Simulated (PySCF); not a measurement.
Computed shifts of a molecule C₃H₆F₂Si, PBE/pcSseg-1 run with PySCF, GIAO, gas phase, atoms alike by connectivity averaged where their shifts nearly agree, in ppm (number of nuclei): ¹³C: 167.7 (1), 129.3 (1), 14.2 (1). ¹⁹F: -146.1 (1), -260.7 (1). ²⁹Si: -16.3 (1). ¹H: 5.90 (1), 5.68 (2), 2.19 (3). References: ¹³C against TMS (σ = 182.0 ppm); ¹⁹F against CFCl3 (σ = 133.6 ppm); ²⁹Si against TMS (σ = 335.4 ppm); ¹H against TMS (σ = 31.49 ppm), references at their B3LYP-D3(BJ)/def2-TZVP geometries, non-relativistic. Geometry optimised at B3LYP-D3(BJ)/def2-SVP. One conformer was computed; it need not be the lowest.

**Question.** Which structure fits?
A. C/C=C(\F)[SiH2]F
B. F[C@@H]1C([SiH3])[C@H]1F
C. C=C[Si@@H](F)CF
D. F[C@@H]1C[SiH2][C@@H]1F

**Answer.** A, C/C=C(\F)[SiH2]F
